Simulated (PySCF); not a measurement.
# Electron correlation in Kr²⁺ (krypton, charge +2)

[Ar] 3d10 4s1 4p5, high-spin 3P determinant (an excited configuration). Calculation: PySCF 2.14, in dyall-av2z; the non-relativistic Hamiltonian (point nucleus). Frozen: [Ar] 3d10; 6 electrons correlated; the 33 highest virtual orbitals of each spin left out.

| level | correlation energy (mhartree) |
| --- | --- |
| CCSD | -190.99 |
| (T) | -7.60 |
| CCSD(T) | -198.59 |

Diagnostics: T1 = 0.011, D1 = 0.0255, largest double amplitude 0.193.

A double-excitation amplitude exceeds 0.15, a sign of near-degeneracy.

Cost of the coupled-cluster step: about 2.7 core-seconds, for 6 correlated electrons.

Iterations:

```
CC2 = 0
CCSD nocc = (np.int64(4), np.int64(2)), nmo = (45, 45)
frozen orbitals [[0, 1, 2, 3, 4, 5, 6, 7, 8, 9, 10, 11, 12, 13, 59, 60, 61, 62, 63, 64, 65, 66, 67, 68, 69, 70, 71, 72, 73, 74, 75, 76, 77, 78, 79, 80, 81, 82, 83, 84, 85, 86, 87, 88, 89, 90, 91], [0, 1, 2, 3, 4, 5, 6, 7, 8, 9, 10, 11, 12, 13, 59, 60, 61, 62, 63, 64, 65, 66, 67, 68, 69, 70, 71, 72, 73, 74, 75, 76, 77, 78, 79, 80, 81, 82, 83, 84, 85, 86, 87, 88, 89, 90, 91]]
max_cycle = 100
direct = 0
conv_tol = 1e-08
conv_tol_normt = 1e-06
diis_space = 8
diis_start_cycle = 0
Init t2, MP2 energy = -0.132575373710006
Init E_corr(UCCSD) = -0.132575373711798
cycle = 1  E_corr(UCCSD) = -0.16108202214652  dE = -0.0285066484  norm(t1,t2) = 0.112528
cycle = 2  E_corr(UCCSD) = -0.173472704784704  dE = -0.0123906826  norm(t1,t2) = 0.069579
cycle = 3  E_corr(UCCSD) = -0.191896011717835  dE = -0.0184233069  norm(t1,t2) = 0.044027
cycle = 4  E_corr(UCCSD) = -0.189753649118376  dE = 0.0021423626  norm(t1,t2) = 0.00553638
cycle = 5  E_corr(UCCSD) = -0.191557503975683  dE = -0.00180385486  norm(t1,t2) = 0.00353152
cycle = 6  E_corr(UCCSD) = -0.191166726644879  dE = 0.000390777331  norm(t1,t2) = 0.0019199
cycle = 7  E_corr(UCCSD) = -0.190981052354526  dE = 0.00018567429  norm(t1,t2) = 0.000715891
cycle = 8  E_corr(UCCSD) = -0.190979084806541  dE = 1.96754798e-06  norm(t1,t2) = 0.000172151
cycle = 9  E_corr(UCCSD) = -0.190985850141247  dE = -6.76533471e-06  norm(t1,t2) = 6.85511e-05
cycle = 10  E_corr(UCCSD) = -0.190990936075612  dE = -5.08593437e-06  norm(t1,t2) = 1.83855e-05
cycle = 11  E_corr(UCCSD) = -0.190990613515118  dE = 3.22560494e-07  norm(t1,t2) = 3.56942e-06
cycle = 12  E_corr(UCCSD) = -0.19099056014005  dE = 5.33750678e-08  norm(t1,t2) = 9.21509e-07
cycle = 13  E_corr(UCCSD) = -0.190990568867347  dE = -8.7272975e-09  norm(t1,t2) = 3.19102e-07
UCCSD converged
E(UCCSD) = -2750.292216245821  E_corr = -0.1909905688673473
UCCSD(T) correction = -0.00759858417488642
```
